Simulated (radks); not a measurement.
The numbers below are computed, except where a source is named.
Question: These are the eigenvalues of the occupied orbitals of an atom or ion with whole-number occupations (hartree). Level of theory: scalar-relativistic Kohn-Sham, PBEsol, spin-polarised, spherical densities, finite nucleus; Fermi nuclear charge, rms radius of each element as measured or else 0.836 A^(1/3) + 0.57 fm (a radial shooting solver on a logarithmic mesh with Libxc functionals).

| orbital | eigenvalue |
|---|---|
| 1s up | -1414.827 |
| 1s down | -1414.728 |
| 2s up | -300.9322 |
| 2s down | -300.8469 |
| 2p up | -280.8089 |
| 2p down | -280.6983 |
| 3s up | -120.6669 |
| 3s down | -120.2630 |
| 3p up | -114.4417 |

Which element is it, and in what charge state? The configuration may be excited. Open shells, if any, are filled with parallel spins first.

Answer: Z = 55, caesium, charge +42: Cs42+ in [Ne] 3s2 3p1. The list shows which subshells hold electrons but not how many an open one holds; the 1s level, -1414.8 hartree, gives Z - s = 53.2 by -(Z - s)^2/2, which with screening and relativity narrows Z to a few neighbours, and the depths of the outer levels then fix element, charge and occupations together.
